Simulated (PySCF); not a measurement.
# `[Si@H](C[SiH3])([SiH3])P`, CH11PSi3

Geometry:
```csv
atom,x (Å),y (Å),z (Å)
Si1,-2.060,-1.054,-0.008
C2,-1.019,-0.384,1.410
Si3,0.597,0.466,0.920
Si4,1.941,-0.947,-0.387
P5,0.329,2.379,-0.272
H6,-2.545,0.058,-0.881
H7,-1.240,-1.984,-0.846
H8,-3.246,-1.801,0.512
H9,-1.627,0.325,1.998
H10,-0.768,-1.225,2.081
H11,1.351,0.851,2.156
H12,1.412,-1.021,-1.785
H13,3.342,-0.428,-0.436
H14,1.957,-2.331,0.185
H15,-0.721,2.881,0.559
H16,-0.571,1.781,-1.207
```

The calculation used PySCF 2.14.0, GIAO B3LYP/STO-3G magnetisability, rotational g tensor and spin-rotation constants, non-relativistic, gas phase. Geometry: PBE0-D3(BJ)/def2-SVP.

(1) Give the nuclear spin-rotation constants along the inertial axes (H = +C I·J) beside the isotropic shieldings.

Results:

(1) Rotational constants 1.6990, 1.2910, 0.9050 GHz. A star marks the isotopologue with that one atom substituted, in its own axes.
| atom | isotope | Caa (kHz) | Cbb (kHz) | Ccc (kHz) | mean (kHz) | σ (ppm) |
| --- | --- | --- | --- | --- | --- | --- |
| P5 | 31P | 1.024 | 0.757 | 0.477 | 0.753 | 716.4 |
| H6 | 1H | -0.146 | -0.037 | -0.048 | -0.077 | 31.2 |
| H7 | 1H | -0.151 | -0.014 | -0.063 | -0.076 | 31.3 |
| H8 | 1H | 0.022 | -0.119 | -0.078 | -0.059 | 31.1 |
| H9 | 1H | -0.176 | -0.052 | -0.080 | -0.103 | 33.4 |
| H10 | 1H | -0.162 | -0.086 | -0.061 | -0.103 | 33.3 |
| H11 | 1H | -0.125 | -0.114 | -0.001 | -0.080 | 31.0 |
| H12 | 1H | -0.155 | -0.117 | 0.010 | -0.087 | 31.4 |
| H13 | 1H | 0.015 | -0.109 | -0.084 | -0.059 | 31.3 |
| H14 | 1H | -0.101 | -0.041 | -0.071 | -0.071 | 31.3 |
| H15 | 1H | -0.144 | -0.047 | -0.078 | -0.090 | 32.8 |
| H16 | 1H | -0.097 | -0.140 | -0.038 | -0.092 | 32.8 |
| Si1 | 29Si* | -0.588 | -0.475 | -0.286 | -0.450 | 574.0 |
| C2 | 13C* | 0.072 | -0.008 | 0.026 | 0.030 | 245.1 |
| Si3 | 29Si* | -0.615 | -0.508 | -0.393 | -0.505 | 532.5 |
| Si4 | 29Si* | -0.559 | -0.403 | -0.290 | -0.417 | 593.5 |

For the geometry as given, no vibrational averaging.
